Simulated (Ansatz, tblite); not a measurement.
Forces on the cluster HgS2 at its PBE0-D4/def2-TZVP geometry. The state is a singlet with charge 0.

In the def2 sets Hg takes a core potential; there is no spin–orbit coupling. The xTB rows come from tblite. At PBE0-D4/def2-TZVP the restricted singlet is unstable: a solution with broken spin symmetry lies lower. At PBE0-D4/def2-TZVP a triplet of charge 0 lies 1.19 eV below the restricted singlet, each at its own geometry. The structure comes from a short search, and lower isomers may exist.

GFN1-xTB (tblite), largest force 1.91 eV/Å:

```xyz
3
positions Å, forces eV/Å
Hg    0.000    0.000    0.000    0.000    0.000    0.000
S    -0.664    0.103   -2.123   -0.569    0.088   -1.818
S     0.664   -0.103    2.123    0.569   -0.089    1.818
```

GFN2-xTB (tblite), largest force 1.39 eV/Å:

```
Hg 0.000 0.000 0.000
S -0.414 0.064 -1.325
S 0.415 -0.065 1.325
```

PBE0-D4/def2-TZVP (Ansatz), largest force 0.00 eV/Å:

```
Hg 0.000 0.000 0.000
S 0.000 0.000 0.002
S -0.001 0.000 -0.001
```
